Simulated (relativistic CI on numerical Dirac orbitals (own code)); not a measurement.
## Co4+ in a cubic cluster: L2,3 absorption with charge transfer

Computed with a charge-transfer multiplet model of a cubic metal-ligand cluster with up to 2 ligand holes, Slater and spin-orbit integrals from Dirac-Coulomb-Breit ions, Slater integrals scaled by 0.9. The ground state mixes d5 with configurations of k ligand holes L, whose averages lie at kΔ + k(k − 1)U_dd/2; a core hole lowers each added d electron by U_cd. 300 K, Lorentzian 0.4 eV and Gaussian 0.3 eV FWHM.

Atomic integrals in eV (Slater integrals scaled, ζ unscaled), ground: F2dd 12.224, F4dd 7.677, zeta_d 0.080; with the core hole: F2dd 12.888, F4dd 8.096, zeta_d 0.102, zeta_core 9.658, F2cd 7.721, G1cd 5.944, G3cd 3.382.

Cluster parameters (eV): Δ = 1.1, U_dd = 7.1, 10Dq = 1, 10Dq(ligand) = 1.4, V(eg) = 2.05, V(t2g) = -0.94, final-state hopping factor = 1.

Weights, n_d and S are thermal averages at 300 K. Photon energies count from the first peak over 30 % of the highest in each spectrum, which can be another peak from case to case. The parameters are a model scan and need not match a compound or its usual spin state. Peaks in eV (height, largest 100): -1.9 (27), 0.0 (100), 3.2 (13), 4.8 (14), 13.9 (15), 16.0 (20), 16.8 (16).

Question: Which parameters give this spectrum?
A. U_cd = 9.6 eV
B. U_cd = 10.2 eV
C. U_cd = 8.4 eV

Answer: C. U_cd = 8.4 eV; the ground state then has 5.31 d electrons and S = 2.50. The choice follows from running the model for each set and comparing peak positions and heights.
